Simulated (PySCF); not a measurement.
B(AsH2)(Me)2 (C₂H₈AsB), SMILES CB(C)[AsH2]. Atoms are numbered in the order given.

```xyz
12

B      0.7204     0.6094    -0.2222
As    -0.7809    -0.6651     0.2673
H     -0.2959    -1.8642    -0.5297
H     -1.7899    -0.1988    -0.7689
C      0.3791     2.0890    -0.6129
H      1.1515     2.8118    -0.3035
H     -0.6107     2.4464    -0.2931
H      0.3718     2.1037    -1.7210
C      2.2104     0.1441    -0.0719
H      2.8675     0.6259    -0.8149
H      2.3815    -0.9416    -0.0832
H      2.5540     0.5199     0.9120
```
Charge 0, spin multiplicity 1.

Coordinates come from a PBE0-D3(BJ)/def2-SVP optimisation. This is a generated structure with no PubChem entry under its InChIKey; it may be hypothetical.

The numbers are results of PBE/def2-TZVP (PySCF), not measurements.

The molecule is in vacuum.

Computed frontier levels, gap, dipole moment and polarisability:
| Quantity | Result |
|---|---|
| highest occupied level | -5.85 eV |
| lowest empty level | -1.87 eV |
| orbital gap | 3.98 eV |
| dipole moment | 1.22 D |
| quadrupole, principal values (traceless, Buckingham form, about the centre of nuclear charge) | -1.87, 0.64, 1.23 D·Å |
| mean static polarisability | 74.3 bohr³ (11.01 Å³) |
| polarisability, principal values | 59.8, 73.2, 89.9 bohr³ |
